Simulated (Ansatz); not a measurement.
## Nudged elastic band run: ClH3OZn

The input (input.yaml):

```yaml
crystal:
  periodic: [false, false, false]
  atoms:
    - { symbol: Zn, position_ang: [-0.013421, -0.717315, -0.162716] }
    - { symbol: Cl, position_ang: [1.37808, -1.783648, -1.267441] }
    - { symbol: O, position_ang: [-1.213671, 0.156773, 0.776333] }
    - { symbol: H, position_ang: [1.184315, 1.241077, -0.453395] }
    - { symbol: H, position_ang: [0.601809, 1.504382, -0.012815] }
    - { symbol: H, position_ang: [-1.937113, -0.401268, 1.120133] }
basis:
  gaussian: { orbitals: def2-mTZVP }
hamiltonian:
  xc: lda
neb:
  order_check: false
  images: 5
  f_tol: 0.2
  max_iterations: 60
  final_atoms:
    - { symbol: Zn, position_ang: [-0.35196482, 0.65766549, 0.37585581] }
    - { symbol: Cl, position_ang: [1.23251627, -0.9892484, -1.00361891] }
    - { symbol: O, position_ang: [-1.3115349, -0.80939607, 0.62402266] }
    - { symbol: H, position_ang: [2.16210956, -0.14618351, -1.38137322] }
    - { symbol: H, position_ang: [0.3882372, 1.97823077, 0.22941634] }
    - { symbol: H, position_ang: [-2.11936431, -0.69106729, 1.15579631] }
  initial_path:
    images:
      - { positions_ang: [[-0.013421, -0.717315, -0.162716], [1.37808, -1.783648, -1.267441], [-1.213671, 0.156773, 0.776333], [1.184315, 1.241077, -0.453395], [0.601809, 1.504382, -0.012815], [-1.937113, -0.401268, 1.120133]] }
      - { positions_ang: [[-0.03499838, -0.5441531, 0.05275758], [1.43571407, -1.52239274, -1.31150472], [-1.40682183, -0.0439971, 0.71189981], [1.28460782, 1.05199264, -0.58964229], [0.76119464, 1.43507969, -0.08309456], [-2.03969733, -0.37652839, 1.21968318]] }
      - { positions_ang: [[-0.05657577, -0.3709912, 0.26823116], [1.49334814, -1.26113748, -1.35556844], [-1.59997265, -0.2447672, 0.64746661], [1.38490065, 0.86290828, -0.72588958], [0.92058029, 1.36577738, -0.15337412], [-2.14228165, -0.35178878, 1.31923337]] }
      - { positions_ang: [[-0.07815315, -0.1978293, 0.48370474], [1.55098221, -0.99988222, -1.39963217], [-1.79312348, -0.4455373, 0.58303342], [1.48519347, 0.67382392, -0.86213686], [1.07996593, 1.29647508, -0.22365367], [-2.24486598, -0.32704917, 1.41878355]] }
      - { positions_ang: [[-0.16942371, 0.08733563, 0.4477551], [1.44482689, -0.99633761, -1.26762775], [-1.63259395, -0.56682355, 0.5966965], [1.71083217, 0.40048811, -1.03521565], [0.84938969, 1.52372698, -0.07263033], [-2.20303209, -0.44838854, 1.33112114]] }
      - { positions_ang: [[-0.26069427, 0.37250056, 0.41180546], [1.33867158, -0.99279301, -1.13562333], [-1.47206443, -0.68810981, 0.61035958], [1.93647086, 0.1271523, -1.20829444], [0.61881344, 1.75097888, 0.07839301], [-2.1611982, -0.56972792, 1.24345872]] }
      - { positions_ang: [[-0.35196482, 0.65766549, 0.37585581], [1.23251627, -0.9892484, -1.00361891], [-1.3115349, -0.80939607, 0.62402266], [2.16210956, -0.14618351, -1.38137322], [0.3882372, 1.97823077, 0.22941634], [-2.11936431, -0.69106729, 1.15579631]] }
```

Launched with:

```bash
$ ansatz run input.yaml --threads 2 --pin off --max-ram 3072MiB --backend cpu --events-out ev --progress --plain --runs-dir out
```

Output, in part (warnings, iteration lines, the closing report on the highest movable image, with atoms numbered from 0):

```
NEB end point (image 0): max|allowed force component| = 1.769e-2 eV/Å (the criterion of neb.relax_end_points is 4.000e-2)
NEB end point (image 6): max|allowed force component| = 6.540e-3 eV/Å (the criterion of neb.relax_end_points is 4.000e-2)
NEB iter   1: max|band force component| = 6.372e0 eV/Å  barrier→ = 2.0782 eV  barrier← = 1.1264 eV  Δτ_max = 0.2000 Å  (190 SCF iters)
NEB iter   2: max|band force component| = 2.825e0 eV/Å  barrier→ = 1.4397 eV  barrier← = 0.4880 eV  Δτ_max = 0.2000 Å  (159 SCF iters)
NEB iter   3: max|band force component| = 8.623e-1 eV/Å  barrier→ = 1.1840 eV  barrier← = 0.2322 eV  Δτ_max = 0.1948 Å  (164 SCF iters)
NEB iter   4: max|band force component| = 8.479e-1 eV/Å  barrier→ = 1.0907 eV  barrier← = 0.1390 eV  Δτ_max = 0.0967 Å  (155 SCF iters)
NEB iter   5: max|band force component| = 7.976e-1 eV/Å  barrier→ = 1.0638 eV  barrier← = 0.1121 eV  Δτ_max = 0.0968 Å  (140 SCF iters)
NEB iter   6: max|band force component| = 5.782e-1 eV/Å  barrier→ = 1.0739 eV  barrier← = 0.1222 eV  Δτ_max = 0.0741 Å  (141 SCF iters)
NEB iter   7: max|band force component| = 2.817e-1 eV/Å  barrier→ = 1.0583 eV  barrier← = 0.1066 eV  CI = image 4  Δτ_max = 0.0973 Å  (140 SCF iters)
NEB iter   8: max|band force component| = 3.169e-1 eV/Å  barrier→ = 1.1057 eV  barrier← = 0.1540 eV  CI = image 4  Δτ_max = 0.0961 Å  (142 SCF iters)
NEB iter   9: max|band force component| = 3.325e-1 eV/Å  barrier→ = 1.1361 eV  barrier← = 0.1844 eV  CI = image 4  Δτ_max = 0.0711 Å  (140 SCF iters)
NEB iter  10: max|band force component| = 2.451e-1 eV/Å  barrier→ = 1.1667 eV  barrier← = 0.2150 eV  CI = image 4  Δτ_max = 0.0970 Å  (138 SCF iters)
NEB iter  11: max|band force component| = 2.952e-1 eV/Å  barrier→ = 1.1977 eV  barrier← = 0.2460 eV  CI = image 4  Δτ_max = 0.0479 Å  (138 SCF iters)
NEB iter  12: max|band force component| = 3.142e-1 eV/Å  barrier→ = 1.1951 eV  barrier← = 0.2434 eV  CI = image 4  Δτ_max = 0.0240 Å  (141 SCF iters)
NEB iter  13: max|band force component| = 8.353e-2 eV/Å  barrier→ = 1.1897 eV  barrier← = 0.2379 eV  CI = image 4  Δτ_max = 0.0000 Å  (281 SCF iters)
Total energy: -62904.72244672 eV, -2311.7059115647 hartree
Atom 0 at    -0.149213     0.075168     0.116462 Å, force     0.074354     0.015777    -0.014199 eV/Å
Atom 1 at     1.524135    -0.919827    -1.357737 Å, force    -0.066238     0.084433     0.078270 eV/Å
Atom 2 at    -1.568203    -0.764332     0.718306 Å, force    -0.037105    -0.063292    -0.014916 eV/Å
Atom 3 at     1.406700     0.501024    -0.705674 Å, force    -0.012889    -0.021358    -0.011154 eV/Å
Atom 4 at     0.913662     1.315909    -0.064624 Å, force     0.025765    -0.036066    -0.036087 eV/Å
Atom 5 at    -2.127081    -0.207942     1.293367 Å, force     0.016113     0.020506    -0.001913 eV/Å
Dipole moment:    -0.042232     0.574081     0.246842 e Å
```

The forces met the threshold. The threshold of 0.2 eV/Å is loose, so the images may lie well off the minimum-energy path. Another band between the same ends (5 images) ends at a top of the same energy, where a vibrational analysis finds 1 clearly imaginary mode. The orbitals stay closed-shell, which can raise the energy where a bond breaks towards radicals; this wasn't checked here.

Final band (atoms are numbered from 1 in the order of the input):

```json
{"image": "0", "path coordinate (Å)": "0.00", "energy (kcal/mol)": "0.0", "H4–H5 (Å)": "0.78", "Zn1–H5 (Å)": "2.31", "Cl2–H4 (Å)": "3.14"}
{"image": "1", "path coordinate (Å)": "0.78", "energy (kcal/mol)": "1.2", "H4–H5 (Å)": "0.77", "Zn1–H5 (Å)": "2.48", "Cl2–H4 (Å)": "3.01"}
{"image": "2", "path coordinate (Å)": "1.57", "energy (kcal/mol)": "1.7", "H4–H5 (Å)": "0.77", "Zn1–H5 (Å)": "2.69", "Cl2–H4 (Å)": "2.73"}
{"image": "3", "path coordinate (Å)": "2.35", "energy (kcal/mol)": "8.7", "H4–H5 (Å)": "0.80", "Zn1–H5 (Å)": "2.15", "Cl2–H4 (Å)": "2.23"}
{"image": "4", "path coordinate (Å)": "3.13", "energy (kcal/mol)": "27.4", "H4–H5 (Å)": "1.15", "Zn1–H5 (Å)": "1.64", "Cl2–H4 (Å)": "1.57"}
{"image": "5", "path coordinate (Å)": "4.04", "energy (kcal/mol)": "23.1", "H4–H5 (Å)": "2.12", "Zn1–H5 (Å)": "1.53", "Cl2–H4 (Å)": "1.32"}
{"image": "6", "path coordinate (Å)": "4.94", "energy (kcal/mol)": "21.9", "H4–H5 (Å)": "3.20", "Zn1–H5 (Å)": "1.52", "Cl2–H4 (Å)": "1.31"}
```

The run took 55 s on 2 threads of Arm Neoverse V1, on a shared host, peak memory 0.14 GiB.
